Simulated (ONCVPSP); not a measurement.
## Which change was made? (Tb, ONCV)

Tb, optimised norm-conserving Vanderbilt (ONCV), made with ONCVPSP 4.0.1 (PBEsol, scalar-relativistic). Core [Kr] 4d10 4f8, reference 5s2 5p6 5d1 6s1.5 6p0.5. Waves: 5s+6s: rc 1.70 bohr, ncon 3, nbas 6, qcut 5.6 1/bohr, 3 projectors, debl 0.4 Ha; 5p+6p: rc 2.70 bohr, ncon 4, nbas 8, qcut 4.3 1/bohr, 2 projectors; 5d: rc 3.25 bohr, ncon 4, nbas 8, qcut 5.7 1/bohr, 2 projectors, debl 3.2 Ha; f scattering state at 0.1 Ha: rc 3.40 bohr, ncon 4, nbas 9, qcut 3.5 1/bohr, 2 projectors, debl 2.5 Ha. Local part: polynomial inside 1.55 bohr (lpopt 5, dvloc0 0 Ha). Core correction: Teter function, fcfact 3.5, rcfact 1.7.

Cutoffs, loose and tight: the cutoffs (Ha) at which the residual kinetic energy of the hardest occupied pseudo-wave falls to 1 and 0.1 mHa per electron. They do not see the model core or the augmentation charge, which bear on the density cutoff. Test errors are all-electron minus pseudo excitation energies from the reference, over the configurations 5s2 5p6 5d1 6s2 6p0; 5s2 5p6 5d1 6s1 6p0; 5s2 5p6 5d1 6s0 6p0; 5s2 5p6 5d1 6s1 6p1; variants that change the core or the reference have their own tests.

The base gives: outcome: generated; cutoff, loose: 13 Ha; cutoff, tight: 23 Ha; bound ghosts: none; GHOST(+) flags above zero: s, f; largest test error (meV): -9.6.

Task: After one change the result is: outcome: generated; cutoff, loose: 26 Ha; cutoff, tight: 49 Ha; bound ghosts: s; GHOST(+) flags above zero: s, f; largest test error (meV): -12. Which change was it?
A. s: qcut 8
B. s: qcut 4.4
C. s: qcut 3.6

Result: B. The others give: s: qcut 3.6 → outcome: generated; cutoff, loose: 31 Ha; cutoff, tight: 66 Ha; bound ghosts: s; GHOST(+) flags above zero: s, f; largest test error (meV): -13 | s: qcut 8 → outcome: failed: ERROR pspot: first pseudo wave function has node, program will stop.
